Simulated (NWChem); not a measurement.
System: AlN, triplet; SMILES [N]=[Al]

NWChem input:

```
start job
memory heap 200 mb stack 900 mb global 1100 mb
geometry units angstroms noautosym nocenter noautoz
  Al     0.000000     0.000000    -0.625476
  N      0.000000     0.000000     1.137440
end
basis spherical
  * library def2-tzvp
end
dft
  odft
  mult 3
  xc b3lyp
  iterations 150
end
property
  efieldgrad
end
task dft property
```

The state is orbitally degenerate and is run as one real component. Coordinates come from a PBE-D3(BJ)/def2-SVP, spin-unrestricted optimisation. No stability test was run on the SCF state.

Vzz is the largest principal value of the second derivative of the potential at the nucleus (NWChem prints the opposite sign); η is the asymmetry. Non-relativistic.

Atoms are numbered as in the input.

### Question
What results follow from this input? (B3LYP/def2-TZVP, spin-unrestricted.) Quantities: Vzz Al1 (a.u.); η Al1; Vzz N2 (a.u.); η N2.

### Answer
| Property | Value |
|---|---|
| Vzz Al1 (a.u.) | -0.753 |
| η Al1 | 0.77 |
| Vzz N2 (a.u.) | -1.166 |
| η N2 | 0.57 |
